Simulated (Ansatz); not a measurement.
`C[BH][Ga]([NH2])[OH]` + `CO[SiH2][SiH3]` → `CBO[SiH2][SiH3]` + `[CH3][Ga]([NH2])[OH]`  (redistribution)

Calculated with Ansatz (gas phase, PBE0-D4/def2-TZVP geometries, no zero-point term in ΔE). CBS: MP2 limit from def2 TZ/QZ plus the TZ coupled-cluster correction, frozen cores. Functionals use def2-TZVPP. B3LYP here is the variant with VWN-RPA as its local correlation; programs differ in this. HSE06 is defined as in plane-wave codes. For Ga outer-core shells are correlated without core-valence functions, which leaves a few kJ/mol of doubt a bond. Scalar relativity is left out up to krypton. One conformer a species, not always the lowest.

`C[BH][Ga]([NH2])[OH]`:

Cartesian coordinates in Å:
```
C -1.320 -1.300 -1.312
B -0.039 -1.204 -0.445
Ga 0.405 0.444 0.754
N 1.724 1.684 0.520
O -0.614 0.732 2.213
H -2.163 -0.679 -1.007
H -1.656 -2.320 -1.515
H -0.983 -0.903 -2.289
H 0.758 -2.100 -0.518
H 1.843 2.505 1.090
H 2.378 1.669 -0.244
H -0.334 1.474 2.752
```

`CO[SiH2][SiH3]`:

```xyz
12

C    -0.929   -0.336    2.067
O     0.013   -0.126    1.040
Si   -0.429    0.028   -0.540
Si    1.532    0.354   -1.769
H    -0.393   -0.405    3.015
H    -1.487   -1.268    1.914
H    -1.645    0.492    2.130
H    -1.158   -1.193   -0.999
H    -1.370    1.176   -0.709
H     1.186    0.498   -3.210
H     2.448   -0.807   -1.614
H     2.233    1.587   -1.323
```

`CBO[SiH2][SiH3]`:

```xyz
14

C     1.218   -0.395   -1.629
B     0.770    1.067   -1.293
O     0.308    1.452   -0.077
Si    0.070    0.664    1.364
Si   -1.776   -0.776    1.244
H     1.203   -1.097   -0.793
H     2.226   -0.388   -2.057
H     0.573   -0.794   -2.421
H     0.810    1.926   -2.134
H     1.291   -0.099    1.745
H    -0.158    1.718    2.384
H    -1.543   -1.838    0.228
H    -3.003   -0.022    0.872
H    -1.988   -1.419    2.569
```

`[CH3][Ga]([NH2])[OH]`:

Z-matrix (Å, degrees):
```
C
Ga 1 1.955
H 1 1.092 2 110.4
H 1 1.091 2 111.2 3 120.5
H 1 1.092 2 110.4 3 -119.1
N 2 1.809 1 125.9 3 -121.1
O 2 1.796 1 123.2 3 58.9
H 6 1.005 2 122.7 1 -180.0
H 6 1.004 2 124.8 1 -0.0
H 7 0.958 2 114.0 1 -0.0
```

| level | ΔE (kJ/mol) | difference from CCSD(T)/CBS |
| --- | --- | --- |
| LDA (SPW92) | -244.0 | 2.5 |
| PBE-D4 | -234.1 | 12.4 |
| revPBE-D4 | -231.2 | 15.3 |
| BLYP-D4 | -236.2 | 10.3 |
| B97M-V | -243.3 | 3.2 |
| PBE0-D4 | -239.3 | 7.2 |
| B3LYP-D4 | -240.9 | 5.6 |
| r2SCANh-D4 | -246.8 | -0.3 |
| r2SCAN0-D4 | -248.4 | -1.9 |
| HSE06-D4 | -239.3 | 7.2 |
| BHLYP-D4 | -245.8 | 0.7 |
| CAM-B3LYP-D4 | -244.9 | 1.6 |
| ωB97X-V | -239.0 | 7.5 |
| ωB97M-V | -245.8 | 0.7 |
| PBE-QIDH | -247.4 | -0.9 |
| PBE | -231.6 | 14.9 |
| BLYP | -231.4 | 15.1 |
| r2SCAN | -244.8 | 1.7 |
| PBE0 | -236.9 | 9.6 |
| r2SCANh | -246.0 | 0.5 |
| r2SCAN0 | -247.5 | -1.0 |
| HSE06 | -237.2 | 9.3 |
| BHLYP | -242.9 | 3.6 |
| CAM-B3LYP | -242.5 | 4.0 |
| LC-ωPBE | -240.9 | 5.6 |
| RPA@PBE/def2-TZVPP | -235.9 | 10.6 |
| HF/def2-SVP | -241.6 | 4.9 |
| MP2/def2-SVP | -262.2 | -15.7 |
| CCSD/def2-SVP | -249.2 | -2.7 |
| CCSD(T)/def2-SVP | -250.4 | -3.9 |
| HF/def2-TZVPP | -240.5 | 6.0 |
| MP2/def2-TZVPP | -256.3 | -9.8 |
| SCS-MP2/def2-TZVPP | -248.4 | -1.9 |
| CCSD/def2-TZVPP | -245.0 | 1.5 |
| CCSD(T)/def2-TZVPP | -246.2 | 0.3 |
| HF/def2-QZVPP | -241.4 | 5.1 |
| MP2/def2-QZVPP | -256.7 | -10.2 |
| SCS-MP2/def2-QZVPP | -249.4 | -2.9 |
| MP2/CBS(def2) | -256.6 | -10.1 |
| CCSD/CBS(def2) | -245.3 | 1.2 |
| CCSD(T)/CBS | -246.5 | 0 |

Largest T1 diagnostic among the species: 0.013.

At CCSD(T), def2-SVP lies −3.9 kJ/mol from the extrapolated value and def2-TZVPP +0.3 kJ/mol. The D4 term adds −3.8 kJ/mol with B3LYP and −2.3 kJ/mol with PBE0; it sums over pairs of atoms, weighted by their polarisabilities, and B3LYP, whose exchange is more repulsive, gets the larger term.
